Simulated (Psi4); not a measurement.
GeO, triplet, at a GFN2-xTB geometry (the spin is typed, not shown lowest); B97M-V/cc-pVTZ run with Psi4.

Input for Psi4:
```
memory 2 GB

molecule {
0 3
  Ge   -0.00000000   -0.00000000   -0.33477338
  O     0.00000000    0.00000000    1.33909353
}

set basis cc-pvtz
set reference uks

energy('b97m-v')
print_variables()
```

What does Psi4 print? Leave out banner, timings and long lists.


```
   => Loading Basis Set <=

    Name: CC-PVTZ
    Role: ORBITAL
    Keyword: BASIS

         ---------------------------------------------------------
                                   SCF
               by Justin Turney, Rob Parrish, Andy Simmonett
                          and Daniel G. A. Smith
                              UKS Reference
         ---------------------------------------------------------

  ==> Geometry <==

    Molecular point group: c2v
    Full point group: C_inf_v

    Geometry (in Angstrom), charge = 0, multiplicity = 3:

       Center              X                  Y                   Z               Mass
    ------------   -----------------  -----------------  -----------------  -----------------
         GE           0.000000000000     0.000000000000    -0.297759362102    73.921177761000
         O            0.000000000000     0.000000000000     1.376107547898    15.994914619570

  Running in c2v symmetry.

  Rotational constants: A = ************  B =      0.45755  C =      0.45755 [cm^-1]
  Rotational constants: A = ************  B =  13717.08950  C =  13717.08950 [MHz]
  Nuclear repulsion =   80.931981582406692

  Charge       = 0
  Multiplicity = 3
  Electrons    = 40
  Nalpha       = 21
  Nbeta        = 19

  ==> Algorithm <==

  SCF Algorithm Type is DF.
  DIIS enabled.
  MOM disabled.
  Fractional occupation disabled.
  Guess Type is SAD.
  Energy threshold   = 1.00e-06
  Density threshold  = 1.00e-06
  Integral threshold = 1.00e-12

  ==> Primary Basis <==

  Basis Set: CC-PVTZ
    Blend: CC-PVTZ
    Number of shells: 25
    Number of basis functions: 73
    Number of Cartesian functions: 84
    Spherical Harmonics?: true
    Max angular momentum: 3

  ==> DFT Potential <==

   => LibXC <=

    Version 7.1.2
    S. Lehtola, C. Steigemann, M. J. T. Oliveira, and M. A. L. Marques,  SoftwareX 7, 1–5 (2018) (10.1016/j.softx.2017.11.002)

   => Composite Functional: B97M-V <=

    B97M-V GGA Exchange-Correlation Functional

    N. Mardirossian and M. Head-Gordon,  J. Chem. Phys. 142, 074111 (2015) (10.1063/1.4907719)

    Deriv               =              1
    GGA                 =           TRUE
    Meta                =           TRUE

    Exchange Hybrid     =          FALSE
    MP2 Hybrid          =          FALSE

   => Exchange-Correlation Functionals <=

    1.0000   B97M-V exchange-correlation functional

   => LibXC Density Thresholds  <==

    XC_MGGA_XC_B97M_V:  1.00E-15

   => VV10 Non-Local Parameters <=

[...]
   @S^2 Expected:                2.000000000E+00
   @S^2 Observed:                2.009026082E+00
   @S   Expected:                1.000000000E+00
   @S   Observed:                1.000000000E+00

    Orbital Energies [Eh]
    ---------------------

    Alpha Occupied:

[...]
    Alpha Virtual:

[...]
      32A1     8.752041

    Beta Occupied:

[...]
      11A1    -0.282957

    Beta Virtual:

[...]
    Final Occupation by Irrep:
             A1    A2    B1    B2
    DOCC [    11,    1,    4,    3 ]
    SOCC [     0,    0,    0,    2 ]
    NA   [    11,    1,    4,    5 ]
    NB   [    11,    1,    4,    3 ]

  @DF-UKS Final Energy: -2151.74514676080935

   => Energetics <=

    Nuclear Repulsion Energy =             80.9319815824066922
    One-Electron Energy =               -3159.3294959390268559
    Two-Electron Energy =                1013.8794948067135238
    DFT Exchange-Correlation Energy =     -87.3957662469877334
    Empirical Dispersion Energy =           0.0000000000000000
    VV10 Nonlocal Energy =                  0.1686390360854001
    Total Energy =                      -2151.7451467608093481

  UHF NO Occupations:
  HONO-2 :   11 A1 1.9975137
  HONO-1 :    4 B2 1.0000000
  HONO-0 :    5 B2 1.0000000
  LUNO+0 :   12 A1 0.0024863
  LUNO+1 :   13 A1 0.0010634
  LUNO+2 :    5 B1 0.0006876
  LUNO+3 :   14 A1 0.0002525

Computation Completed

Properties will be evaluated at   0.000000,   0.000000,   0.000000 [a0]

Properties computed using the SCF density matrix

 Multipole Moments:

 ------------------------------------------------------------------------------------
     Multipole            Electronic (a.u.)      Nuclear  (a.u.)        Total (a.u.)
 ------------------------------------------------------------------------------------

 L = 1.  Multiply by 2.5417464519 to convert [e a0] to [Debye]
 Dipole X            :          0.0000000            0.0000000            0.0000000
 Dipole Y            :          0.0000000            0.0000000            0.0000000
 Dipole Z            :         -2.9950317            2.7978544           -0.1971773
 Magnitude           :                                                    0.1971773

 ------------------------------------------------------------------------------------

  Variable Map:
  ----------------------------------------------------------------------------
[...]
  Array Variable Map:
  ----------------------------------------------------------------------------
[...]
[...]
```
